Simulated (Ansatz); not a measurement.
# Two structures, one formula

The two ends of one reaction step of Si2H8Se, closed shell (PBE0-D4/def2-TZVP).

A:

```json
{"atom": "Si1", "x (Å)": "-0.6721", "y (Å)": "-0.2910", "z (Å)": "-0.3414"}
{"atom": "H2", "x (Å)": "1.7508", "y (Å)": "1.4384", "z (Å)": "-3.3132"}
{"atom": "H3", "x (Å)": "0.2978", "y (Å)": "-0.7710", "z (Å)": "-1.3626"}
{"atom": "H4", "x (Å)": "-2.0470", "y (Å)": "-0.6138", "z (Å)": "-0.8035"}
{"atom": "Si5", "x (Å)": "-0.2263", "y (Å)": "-1.2164", "z (Å)": "1.7567"}
{"atom": "H6", "x (Å)": "1.2469", "y (Å)": "1.6471", "z (Å)": "-2.8016"}
{"atom": "Se7", "x (Å)": "-0.6580", "y (Å)": "1.9933", "z (Å)": "-0.1977"}
{"atom": "H8", "x (Å)": "-1.2941", "y (Å)": "-0.8197", "z (Å)": "2.7109"}
{"atom": "H9", "x (Å)": "-0.1514", "y (Å)": "-2.7016", "z (Å)": "1.6902"}
{"atom": "H10", "x (Å)": "1.0788", "y (Å)": "-0.6919", "z (Å)": "2.2424"}
{"atom": "H11", "x (Å)": "0.6748", "y (Å)": "2.0267", "z (Å)": "0.4198"}
```

B:

Si1  (-0.147, -0.917, -1.178)
H2  (0.976, -0.118, -1.736)
H3  (-0.088, -2.275, -1.788)
H4  (-1.430, -0.286, -1.587)
Si5  (0.015, -1.074, 1.158)
H6  (0.137, 2.759, -1.069)
Se7  (-0.467, 2.563, 0.254)
H8  (-1.227, -0.587, 1.814)
H9  (0.224, -2.493, 1.559)
H10  (1.167, -0.283, 1.666)
H11  (0.838, 2.712, 0.907)
(Å)

Program: Ansatz 0.2.0. Basis: def2-TZVPP. Cores are frozen in the correlated methods. Filled d shells of the heavier atoms are correlated. The def2 sets are not built for correlating such inner shells, so the correlated values are less sure here. B3LYP uses VWN-RPA correlation.

(1) Which structure is lower at CCSD(T), and by how much? (Judge from chemistry; the value comes from the calculation.)

T1 diagnostic: at most 0.011.

## Answers

(1) By the calculation: A, by 7.80 kcal/mol (electronic energy, against the other). By their contacts, A is a complex of Si₂H₆Se ([SiH3][SiH2][SeH]) + H₂ and B is a complex of Si₂H₆ ([SiH3][SiH3]) + H₂Se.

All methods give the same order:

```json
{"method": "SPW92", "E(B) − E(A) (kcal/mol)": "7.26"}
{"method": "PBE-D4", "E(B) − E(A) (kcal/mol)": "9.54"}
{"method": "BLYP-D4", "E(B) − E(A) (kcal/mol)": "8.63"}
{"method": "r2SCAN-D4", "E(B) − E(A) (kcal/mol)": "9.50"}
{"method": "B97M-V", "E(B) − E(A) (kcal/mol)": "7.08"}
{"method": "PBE0-D4", "E(B) − E(A) (kcal/mol)": "9.08"}
{"method": "B3LYP-D4", "E(B) − E(A) (kcal/mol)": "8.16"}
{"method": "r2SCAN0-D4", "E(B) − E(A) (kcal/mol)": "9.16"}
{"method": "BHLYP-D4", "E(B) − E(A) (kcal/mol)": "7.54"}
{"method": "CAM-B3LYP-D4", "E(B) − E(A) (kcal/mol)": "6.82"}
{"method": "wB97X-V", "E(B) − E(A) (kcal/mol)": "7.70"}
{"method": "wB97M-V", "E(B) − E(A) (kcal/mol)": "7.92"}
{"method": "B2PLYP", "E(B) − E(A) (kcal/mol)": "8.58"}
{"method": "PBE-QIDH", "E(B) − E(A) (kcal/mol)": "9.34"}
{"method": "RPA on PBE", "E(B) − E(A) (kcal/mol)": "6.92"}
{"method": "HF", "E(B) − E(A) (kcal/mol)": "6.17"}
{"method": "MP2", "E(B) − E(A) (kcal/mol)": "10.08"}
{"method": "CCSD", "E(B) − E(A) (kcal/mol)": "7.04"}
{"method": "CCSD(T)", "E(B) − E(A) (kcal/mol)": "7.80"}
```

Labels in which every atom is bracketed show which atoms are joined, not bond orders.

For scale, one of the runs: CCSD(T)/def2-TZVPP, 244 basis functions, launched by `ansatz run in.yaml --threads 4 --pin off --events-out ev --progress --plain --max-ram 9574MiB`. The run took 64 s on 4 CPU threads of an Intel Xeon Platinum 8175M (shared host), with 4.4 GiB of host memory at its peak.
